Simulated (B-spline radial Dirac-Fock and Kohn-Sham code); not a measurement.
## Dipole and non-dipole photoemission parameters of I³⁺ 5p3/2

System: iodine as I³⁺, configuration 1s2 2s2 2p6 3s2 3p6 3d10 4s2 4p6 4d10 5s2 5p2; threshold 37.88 eV (orbital energy of the model). These are calculated numbers from a B-spline atomic structure program; the model is Dirac-Hartree-Slater photoionisation with a Latter tail; cross sections with all multipoles, angular parameters from the dipole term and its interference with E2.

Input of the calculation (task.json; shells as n, l, electrons):

```json
{"items": [{
  "Z": 53,
  "q": 3,
  "cfg": [[1, 0, 2], [2, 0, 2], [2, 1, 6], [3, 0, 2], [3, 1, 6], [3, 2, 10], [4, 0, 2], [4, 1, 6], [4, 2, 10], [5, 0, 2], [5, 1, 2]],
  "A": 127,
  "rrms": 4.75,
  "do": "xps",
  "hv": [80, 144.0, 150, 184.0, 199.0, 300, 319.0, 400, 505.0, 603.0, 611.0, 783.0, 846.0, 1200.0, 1240.0, 1253.6, 1690.0, 2000, 2970.0, 2980.0, 3500.0, 3550.0, 3620.0, 4060.0, 4230.0, 4300.0, 5414.7, 10500.0, 11000.0, 12000]
}]}
```

Launch: `python xray2_run.py task.json out`

For linearly polarised light dσ/dΩ = σ/(4π) [1 + β P₂(cos θ) + (δ + γ cos²θ) sin θ cos φ], with θ from the polarisation vector and φ the angle between the beam and the projection of the electron momentum on the plane normal to the polarisation.

```tsv
hν (eV)	σ (kb)	β	γ	δ
80	71.1	-0.173	0.076	-0.008
144	37.2	0.428	-0.020	0.028
150	35.5	0.486	-0.010	0.029
184	28.0	0.748	0.069	0.027
199	25.5	0.835	0.097	0.025
300	16.0	1.219	0.196	0.013
319	15.0	1.265	0.203	0.012
400	11.4	1.409	0.205	0.007
505	8.32	1.520	0.173	0.003
603	6.44	1.586	0.131	0.001
611	6.32	1.590	0.128	0.001
783	4.32	1.656	0.060	0.000
846	3.81	1.672	0.040	0.000
1200	2.10	1.718	-0.024	0.000
1240	1.98	1.720	-0.027	0.001
1253.6	1.94	1.721	-0.027	0.001
1690	1.11	1.729	-0.016	0.002
2000	?	?	?	?
2970	0.349	1.686	0.204	0.007
2980	0.346	1.686	0.206	0.007
3500	0.242	1.662	0.315	0.009
3550	0.235	1.659	0.325	0.009
3620	0.225	1.656	0.340	0.010
4060	0.173	1.635	0.432	0.012
4230	0.157	1.627	0.467	0.013
4300	0.151	1.624	0.481	0.013
5414.7	0.0867	1.572	0.701	0.021
10500	0.0153	1.369	1.445	0.066
11000	0.0134	1.352	1.500	0.071
12000	0.0105	1.319	1.603	0.081
```

Problem. Give the values at 2000 eV.

Solution. σ = 0.798 kb, β = 1.724, γ = 0.022, δ = 0.003.
